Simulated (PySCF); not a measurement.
C₆H₁₄P (charge +1).
SMILES with atom numbers: `[CH3:1][CH2:2][C@@H:3]1[CH2:4][P@@H+:5]1[CH2:6][CH3:7]` (hydrogens: H8, H9, H10 on C1; H11, H12 on C2; H13 on C3; H14, H15 on C4; H16 on P5; H17, H18 on C6; H19, H20, H21 on C7)

The same species was optimised twice, with GFN2-xTB and with PBE0-D3(BJ)/def2-SVP (PySCF), and the same property calculations (PySCF, gas phase) were run on both structures.

```
     coordinate  GFN2-xTB  PBE0-D3(BJ)/def2-SVP  change
      P5–C6 (Å)     1.828                 1.808  -0.020
      C3–C4 (Å)     1.535                 1.520  -0.015
      C1–C2 (Å)     1.524                 1.519  -0.005
      C2–C3 (Å)     1.509                 1.511  +0.002
      C6–C7 (Å)     1.526                 1.525  -0.001
      C4–P5 (Å)     1.799                 1.798  -0.001
      C3–P5 (Å)     1.818                 1.816  -0.002
   P5–C6–C7 (°)     110.8                 113.4    +2.6
   C4–P5–C6 (°)     119.1                 121.4    +2.3
   C2–C3–P5 (°)     118.7                 120.9    +2.2
   C1–C2–C3 (°)     111.3                 113.5    +2.2
   C3–P5–C6 (°)     125.1                 123.6    -1.5
   C2–C3–C4 (°)     120.6                 121.2    +0.6
   C3–P5–C4 (°)      50.2                  49.8    -0.4
   C3–C4–P5 (°)      65.5                  65.8    +0.3
C1–C2–C3–C4 (°)       151                   160      +9
C4–P5–C6–C7 (°)      -175                  -157     +18
```

Rotational constants: A = 2656, B = 1592, C = 1141 MHz (GFN2-xTB) against A = 2504, B = 1656, C = 1138 MHz (PBE0-D3(BJ)/def2-SVP). Point groups within 0.08 Å: C1 and C1.

On the GFN2-xTB structure: HOMO (eV) -13.28 [PBE0/pcSseg-1]; LUMO (eV) -5.12 [PBE0/pcSseg-1]; GIAO shielding of C1 (ppm) 167.0 [PBE0/pcSseg-1]; GIAO shielding of C2 (ppm) 159.9 [PBE0/pcSseg-1]; GIAO shielding of C3 (ppm) 146.9 [PBE0/pcSseg-1]; GIAO shielding of C4 (ppm) 171.9 [PBE0/pcSseg-1]; GIAO shielding of P5 (ppm) 479.9 [PBE0/pcSseg-1]; GIAO shielding of C6 (ppm) 172.2 [PBE0/pcSseg-1]; GIAO shielding of C7 (ppm) 174.8 [PBE0/pcSseg-1].

Q: What do these properties become on the PBE0-D3(BJ)/def2-SVP structure?

A: 
| property | level | on GFN2-xTB | on PBE0-D3(BJ)/def2-SVP | change |
| --- | --- | --- | --- | --- |
| HOMO (eV) | PBE0/pcSseg-1 | -13.28 | -13.08 | +0.20 |
| LUMO (eV) | PBE0/pcSseg-1 | -5.12 | -4.82 | +0.30 |
| energy, GFN2-xTB geometry as zero (kcal/mol) | PBE0/pcSseg-1 | 0.0 | -1.8 | -1.8 |
| GIAO shielding of C1 (ppm) | PBE0/pcSseg-1 | 167.0 | 167.8 | +0.8 |
| GIAO shielding of C2 (ppm) | PBE0/pcSseg-1 | 159.9 | 159.2 | -0.7 |
| GIAO shielding of C3 (ppm) | PBE0/pcSseg-1 | 146.9 | 152.8 | +5.9 |
| GIAO shielding of C4 (ppm) | PBE0/pcSseg-1 | 171.9 | 170.6 | -1.3 |
| GIAO shielding of P5 (ppm) | PBE0/pcSseg-1 | 479.9 | 473.9 | -6.0 |
| GIAO shielding of C6 (ppm) | PBE0/pcSseg-1 | 172.2 | 173.6 | +1.4 |
| GIAO shielding of C7 (ppm) | PBE0/pcSseg-1 | 174.8 | 173.3 | -1.5 |

The heavy atoms differ by 0.116 Å rms after alignment. Among bonds between heavy atoms P5–C6 changes most (-0.020 Å). Changes are differences of the printed values. Neither structure is proved a minimum here. One conformer (not necessarily the lowest) at the PBE0-D3(BJ)/def2-SVP geometry, without solvent, vibrations or thermal averaging.

The values belong to the conformer `[CH3:1][CH2:2][C@@H:3]1[CH2:4][P@@H+:5]1[CH2:6][CH3:7]`: C1–C2–C3–C4 160°, C4–P5–C6–C7 -157°.
